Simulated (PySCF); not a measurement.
Species: GeH9NOSi2.
Numbering: `[SiH3:1][O:2][SiH2:3][NH:4][GeH3:5]` (hydrogens: H6, H7, H8 on Si1; H9, H10 on Si3; H11 on N4; H12, H13, H14 on Ge5)

Level of theory: PBE0-D3(BJ)/def2-SVP geometry optimisation, gas phase (PySCF 2.14.0).

Question: Give the optimised bond lengths and angles.

Answer: 
```csv
bond,length (Å)
Si1–O2,1.659
O2–Si3,1.667
Si3–N4,1.726
N4–Ge5,1.843
"Si1–H6, Si1–H7, Si1–H8",1.494
"Si3–H9, Si3–H10",1.489
N4–H11,1.016
"Ge5–H12, Ge5–H13, Ge5–H14",1.540
```

Bonds in one row agree within 0.01 Å and their mean is given. A selection of angles:
```csv
angle,degrees
O2–Si1–H6,108.4
O2–Si1–H7,110.9
H6–Si1–H7,109.1
H7–Si1–H8,108.4
Si1–O2–Si3,136.0
O2–Si3–N4,112.6
O2–Si3–H9,106.8
N4–Si3–H9,109.4
N4–Si3–H10,108.0
H9–Si3–H10,112.1
Si3–N4–Ge5,127.9
Si3–N4–H11,116.8
Ge5–N4–H11,114.9
N4–Ge5–H12,109.6
N4–Ge5–H13,110.8
N4–Ge5–H14,106.0
H12–Ge5–H13,109.1
H12–Ge5–H14,111.0
```

Torsions: Si1–O2–Si3–N4 -15° (synperiplanar); O2–Si3–N4–Ge5 89° (synclinal). The mirror-image conformer, all signs reversed, is as good.

Si3 (oxygen-bound silicon) is tetrahedral (angles from 106.8° to 112.6°). Si1 (oxygen-bound silicon) is tetrahedral (angles from 108.4° to 110.9°). Ge5 (germanium bonded to N and 3 H) is distorted tetrahedral (angles from 106.0° to 111.0°). N4 (silicon-bound nitrogen) is planar (angles 127.9°, 116.8° and 114.9°, sum 359.6°, 0.05 Å off the plane of its three neighbours).

Point group: C1 (no symmetry element, even within 0.4 Å). No frequency check. One conformer, not necessarily the lowest.

Hardware: one thread, Arm Neoverse V2 (aarch64), shared host. Cost: 2.6 min of wall time, 0.55 GiB resident at most. This is the geometry optimisation.
